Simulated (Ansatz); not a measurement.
```yaml
crystal:
  periodic: [false, false, false]
  atoms:
    - {symbol: F, position_ang: [0.048946, -0.067832, 2.229211]}
    - {symbol: Si, position_ang: [0.810695, -0.182940, 0.837897]}
    - {symbol: F, position_ang: [1.454664, -1.637818, 0.769014]}
    - {symbol: Si, position_ang: [-0.737486, 0.056129, -0.909961]}
    - {symbol: Xx, position_ang: [-1.407939, 2.002405, -0.849027]}
    - {symbol: H, position_ang: [1.912479, 0.805184, 0.841230]}
    - {symbol: H, position_ang: [-0.093303, -0.176887, -2.226007]}
    - {symbol: H, position_ang: [-1.895855, -0.855240, -0.748159]}
basis:
  gaussian: {orbitals: def2-SVP}
hamiltonian: {xc: {name: r2SCAN50}, dispersion: d3bj}
accuracy: high
```

```sh
$ ansatz run in.yaml --threads 4 --pin off --events-out ev --progress --plain --max-ram 10444MiB
```

Question: How does Ansatz answer? (Estimate.)

Answer: Ansatz gave: The program refused the input.
```
Error: YAML parse error: error: line 8 column 16: `Xx` is not an element symbol (H … Og, case-exact)
 6 |     - {symbol: F, position_ang: [1.454664, -1.637818, 0.769014]}
 7 |     - {symbol: Si, position_ang: [-0.737486, 0.056129, -0.909961]}
 8 |     - {symbol: Xx, position_ang: [-1.407939, 2.002405, -0.849027]}
 9 |     - {symbol: H, position_ang: [1.912479, 0.805184, 0.841230]}
10 |     - {symbol: H, position_ang: [-0.093303, -0.176887, -2.226007]}
```
